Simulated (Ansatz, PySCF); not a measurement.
Spin states of H2O2W (SMILES [OH][W][OH]), each relaxed with B3LYP-D3(BJ)/def2-TZVP.
State 1 (charge 0, multiplicity 3):
```xyz
5

W     -0.0104     0.0058    -0.0111
O      1.3237     0.2571    -1.2438
H      2.0184     0.3880    -1.8862
O     -1.3450    -0.2452     1.2212
H     -2.0404    -0.3759     1.8628
```
State 2 (charge 0, multiplicity 1):
```xyz
5

W     -0.0071     0.0051    -0.0076
O      1.3241     0.2564    -1.2408
H      2.0137     0.3885    -1.8886
O     -1.3420    -0.2455     1.2216
H     -2.0424    -0.3748     1.8583
```

Singlets are restricted, other states unrestricted; no spin–orbit coupling, no relativity up to Kr; see below for the cores. The largest T1 diagnostic is 0.022.

Correlated levels freeze the inner cores; with def2 sets outer-core shells near the valence are correlated too. CBS: X⁻³ extrapolation of the correlation energy, Hartree–Fock from the larger set.

Run with Ansatz (Gaussian orbitals); PySCF for the dispersion terms. Values without a source in brackets are computed. In def2 rows elements past Kr take small-core potentials, without spin–orbit coupling.

| level | energy of the multiplicity-1 state less that of the multiplicity-3 state (kcal/mol) |
|---|---|
| PBE-D4/def2-TZVPP | 20.78 |
| BLYP-D4/def2-TZVPP | 17.82 |
| PBE0/def2-TZVPP | ___ |
| BHLYP/def2-TZVPP | ___ |
| wB97X-V/def2-TZVPP | 17.91 |
| B2PLYP-D4/def2-TZVPP | 18.81 |
| CCSD/def2-TZVPP | 18.84 |
| CCSD(T)/def2-TZVPP | 17.73 |
| CCSD(T)/CBS(def2-SVP, def2-TZVPP) | 17.43 |

**Question.** What belongs in the gaps?

**Answer.** 
- PBE0/def2-TZVPP, energy of the multiplicity-1 state less that of the multiplicity-3 state (kcal/mol): 21.62
- BHLYP/def2-TZVPP, energy of the multiplicity-1 state less that of the multiplicity-3 state (kcal/mol): 19.34

Doubts at one or more of the structures used: a restricted determinant that unrestricted orbitals would lower (B2PLYP-D4/def2-TZVPP, CCSD/def2-TZVPP, CCSD(T)/def2-TZVPP, CCSD(T)/CBS(def2-SVP, def2-TZVPP)).

Ansatz is a program for electronic structure.
